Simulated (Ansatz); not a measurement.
Consider the ligand exchange at the Al–Cl bond: `[NH2][AlH][Cl]` + `CNC` → `C[N](C)[AlH][NH2]` + HCl.

Calculated with Ansatz (gas phase, PBE0-D4/def2-TZVP geometries, no zero-point term in ΔE). CCSD(T)/CBS is the MP2 limit (def2-TZVPP, def2-QZVPP) plus CCSD(T) − MP2 in def2-TZVPP, frozen cores. This one scheme is used for every species. Functionals use def2-TZVPP. One conformer a species, not always the lowest.

```csv
level,ΔE (eV)
LDA (SPW92),0.79
CAM-B3LYP,0.92
```

Problem. What does CCSD(T)/CBS give? (Best estimate.)

Solution. Ansatz gave: +0.88 eV. The listed levels differ from it by -0.09, 0.04 eV.

Problem. What do rigid-rotor, harmonic-oscillator terms from PBE0-D4/def2-TZVP frequencies (298.15 K, 1 bar) make of the CCSD(T)/CBS value? (Estimate.)

Solution. Computed: ΔZPE = -0.14 eV, ΔH = +0.78 eV, ΔS = -18 J/(mol·K), ΔG = +0.84 eV.

Largest T1 diagnostic among the species: 0.011.

The D4 term adds −0.08 eV with B3LYP and −0.05 eV with PBE0; it sums over pairs of atoms, weighted by their polarisabilities, and B3LYP, whose exchange is more repulsive, gets the larger term. In def2-TZVPP, CCSD(T) changes the Hartree–Fock value by −0.25 eV (the triples alone add −0.03 eV) and MP2 by −0.24 eV. Leaving LDA and LC-ωPBE aside and taking each functional with its dispersion term where it has one, the values, not all of them listed here, spread over 0.12 eV, from BLYP-D4 to r2SCAN0-D4. LDA lies −0.13 eV from PBE without D4.

B3LYP here is the variant with VWN-RPA as its local correlation; programs differ in this.
